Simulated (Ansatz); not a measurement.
Ga₂P was relaxed with B3LYP-D4 (def2-TZVP) in Ansatz in these states: neutral doublet, neutral quartet. The geometries follow in no particular order.

A:

```xyz
3

Ga   -1.498    0.863   -0.675
Ga    1.257   -1.248   -0.207
P     0.241    0.385    0.882
```

B:

```tsv
atom	x (Å)	y (Å)	z (Å)
Ga1	0.754	0.364	-1.266
Ga2	-0.051	-1.298	0.785
P3	-0.702	0.934	0.481
```

Q: Judge from the bond lengths which geometry belongs to which state (an estimate).

A: A is the neutral doublet (Ga2–P3 2.211 Å, Ga1–P3 2.383 Å); B is the neutral quartet (Ga2–P3 2.345 Å, Ga1–P3 2.345 Å).

At PBE0-D4/def2-TZVP a doublet lies 1.04 eV below the neutral quartet. These are the stationary points nearest to one start from a short search; other shapes may lie lower in each state.
